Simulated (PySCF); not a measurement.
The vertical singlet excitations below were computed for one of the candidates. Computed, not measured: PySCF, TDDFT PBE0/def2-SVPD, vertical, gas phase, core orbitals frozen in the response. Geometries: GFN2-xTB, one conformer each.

```json
{"state": "S1", "E (eV)": "4.26", "f": "0.029"}
{"state": "S2", "E (eV)": "4.63", "f": "0.0012"}
{"state": "S3", "E (eV)": "5.07", "f": "0.304"}
{"state": "S4", "E (eV)": "5.25", "f": "0.047"}
{"state": "S5", "E (eV)": "5.42", "f": "0.0095"}
{"state": "S6", "E (eV)": "5.87", "f": "0.0035"}
```

Problem. Which structure fits? All have the formula C6H7NS.
A. `c1csc(C2CC2)n1`
B. `Nc1ccc(S)cc1`
C. `Nc1ccccc1S`

Solution. B. Its S1, at 4.26 eV, is the lowest among the candidates; the nearest of the others has S1 at 4.74 eV. S1 is HOMO→LUMO (95%). Löwdin shares by element: HOMO carbon 26% or more, sulfur 26%, nitrogen 17% (atoms not listed hold the other 32%); LUMO carbon 72% or more (atoms not listed hold the other 28%). At the same level the other candidates give, for their lowest levels:
- `Nc1ccccc1S`: 4.74 eV (f 0.065); 5.22 eV (f 0.038); 5.46 eV (f 0.020); 5.56 eV (f 0.006); 5.84 eV (f 0.160); T1 3.83 eV; HOMO -6.11, LUMO -0.35 eV
- `c1csc(C2CC2)n1`: 5.33 eV (f 0.223); 5.51 eV (f 0.000); 5.53 eV (f 0.000); 6.29 eV (f 0.019); 6.45 eV (f 0.000); T1 3.65 eV; HOMO -6.71, LUMO -0.66 eV

The values belong to the conformer `[NH2:1][c:2]1[cH:3][cH:4][c:5]([SH:6])[cH:7][cH:8]1`: H–N1–C2–C3 22°, H–N1–C2–C3 162°, H–S6–C5–C4 1°.
Triplets come from the Tamm–Dancoff approximation.
